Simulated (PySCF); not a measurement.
C2H5ClSi2.

```xyz
10

C      2.2608     1.9258    -0.2269
C      1.4701     1.0496     0.0711
Si     0.2211    -0.2079     0.5188
Si    -1.9157     0.7390     0.4053
Cl     0.2895    -1.7668    -0.8528
H      2.9652     2.6952    -0.4907
H      0.5533    -0.7649     1.8596
H     -2.1418     1.2314    -0.9860
H     -2.9401    -0.2938     0.7456
H     -2.0199     1.8794     1.3660
```

Coordinates come from a PBE0-D3(BJ)/def2-SVP optimisation. The structure was generated by enumeration; whether it is a known compound was not checked.

These are PySCF with PBE0/pcSseg-1 values and carry that method's errors. Non-relativistic, no solvent.

**Question.** Give the absolute GIAO shielding of each atom: isotropic value and principal components (ppm). (The exact figures need the calculation; the answer reports its results.)

**Answer.** 
```json
[
 {"atom": "C1", "σ(iso)": "74.3", "σ11": "-4.9", "σ22": "-1.7", "σ33": "229.4", "span": "234.3"},
 {"atom": "C2", "σ(iso)": "99.1", "σ11": "-1.7", "σ22": "6.9", "σ33": "292.1", "span": "293.8"},
 {"atom": "Si3", "σ(iso)": "378.9", "σ11": "328.2", "σ22": "371.6", "σ33": "436.9", "span": "108.7"},
 {"atom": "Si4", "σ(iso)": "450.0", "σ11": "440.3", "σ22": "447.3", "σ33": "462.4", "span": "22.1"},
 {"atom": "Cl5", "σ(iso)": "976.0", "σ11": "882.6", "σ22": "1001.8", "σ33": "1043.7", "span": "161.2"},
 {"atom": "H6", "σ(iso)": "28.5", "σ11": "23.8", "σ22": "24.0", "σ33": "37.6", "span": "13.7"},
 {"atom": "H7", "σ(iso)": "25.8", "σ11": "22.6", "σ22": "23.9", "σ33": "30.9", "span": "8.3"},
 {"atom": "H8", "σ(iso)": "27.6", "σ11": "24.6", "σ22": "25.9", "σ33": "32.2", "span": "7.5"},
 {"atom": "H9", "σ(iso)": "27.7", "σ11": "24.4", "σ22": "25.8", "σ33": "32.9", "span": "8.5"},
 {"atom": "H10", "σ(iso)": "27.7", "σ11": "24.4", "σ22": "25.6", "σ33": "33.1", "span": "8.6"}
]
```
